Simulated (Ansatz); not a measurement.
Two isomers of C2H8BGa: A = `C[BH][GaH][CH3]`, B = `CB[CH2][GaH2]`.

Isolated molecules relaxed with PBE0-D4/def2-TZVP in Ansatz; ΔE leaves out vibrations. CCSD(T)/CBS is the MP2 limit (def2-TZVPP, def2-QZVPP) plus CCSD(T) − MP2 in def2-TZVPP, frozen cores. DFT in def2-TZVPP. B3LYP here is the variant with VWN-RPA as its local correlation; programs differ in this. For Ga outer-core shells are correlated without core-valence functions, which leaves a few kJ/mol of doubt a bond. Scalar relativity is left out up to krypton. One conformer a species, not always the lowest.

(1) Which isomer does CCSD(T)/CBS put lower? Give the gap. (Estimate.)

(2) Give E(B) − E(A) in kJ/mol with CCSD/def2-TZVPP, CCSD(T)/def2-TZVPP, ωB97M-V, r2SCAN-D4, B3LYP, B2PLYP, HF/def2-TZVPP. (Best estimate.)

Largest T1 diagnostic: 0.012.

Results:

(1) Ansatz gave: B, by 52.9 kJ/mol.

(2) The calculation gave: CCSD/def2-TZVPP -54.0, CCSD(T)/def2-TZVPP -55.2, ωB97M-V -57.7, r2SCAN-D4 -55.1, B3LYP -50.2, B2PLYP -54.2, HF/def2-TZVPP -56.1. None reverses the order clearly.

The D4 term adds −4.0 kJ/mol with B3LYP and −2.1 kJ/mol with PBE0; it sums over pairs of atoms, weighted by their polarisabilities, and B3LYP, whose exchange is more repulsive, gets the larger term. From PBE to PBE0 (25 % exact exchange), in def2-TZVPP and without D4, E(B) − E(A) moves by −3.6 kJ/mol.
